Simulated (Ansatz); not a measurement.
`CNBS` + H₂ → `BS` + CH₃NH₂ at 298.15 K and 1 bar (hydrogenolysis of a B–N bond).

Calculated with Ansatz (gas phase, PBE0-D4/def2-TZVP geometries, no zero-point term in ΔE). CBS: MP2 limit from def2 TZ/QZ plus the TZ coupled-cluster correction, frozen cores. This one scheme is used for every species. One conformer a species, not always the lowest.

```tsv
species	CCSD(T)/CBS energy (Eh)	H − E (kJ/mol)	S (J/(mol·K))
`CNBS`	-518.99817	223.2	311.7
H₂	-1.17544	35.1	130.4
`BS`	-424.38198	90.6	245.0
CH₃NH₂	-95.75281	180.0	240.4
```

H − E and S are ideal-gas, rigid-rotor, harmonic terms from PBE0-D4/def2-TZVP, for one conformer and one mirror image of each species. The MP2-based limit puts H₂ 0.8 mEh under its directly extrapolated value; such offsets cancel only in part. 1 Eh = 2625.50 kJ/mol, R = 8.31446 J/(mol·K).

By hand: ΔE, ΔH, ΔS and ΔG.

ΔE = (-424.38198) + (-95.75281) − (-518.99817) − (-1.17544) = 0.03882 Eh = 101.9 kJ/mol. Δ(H − E) = 90.6 + 180.0 − 223.2 − 35.1 = 12.3, so ΔH = 114.2 kJ/mol. ΔS = 245.0 + 240.4 − 311.7 − 130.4 = 43.3 J/(mol·K). ΔG = 114.2 − 298.15 × (43.3)/1000 = 101.3 kJ/mol.

By hand: the equilibrium constant, and the temperature at which ΔG would vanish if ΔH and ΔS stayed fixed.

log₁₀ K = −ΔG/(RT ln 10) = -17.7. ΔG = 0 at ΔH/ΔS = 2637 K, far beyond where these terms or the molecules hold.

ΔH outweighs TΔS. A doubt of 5 kJ/mol in ΔE shifts log₁₀ K by 0.9 here. Other conformers and mirror images would add mixing entropy, several J/(mol·K) or more a flexible species. These are equilibria of isolated gas molecules and say nothing of rates. Largest T1 diagnostic: 0.015 (customary marks: 0.02 for closed shells, 0.045 for open ones).
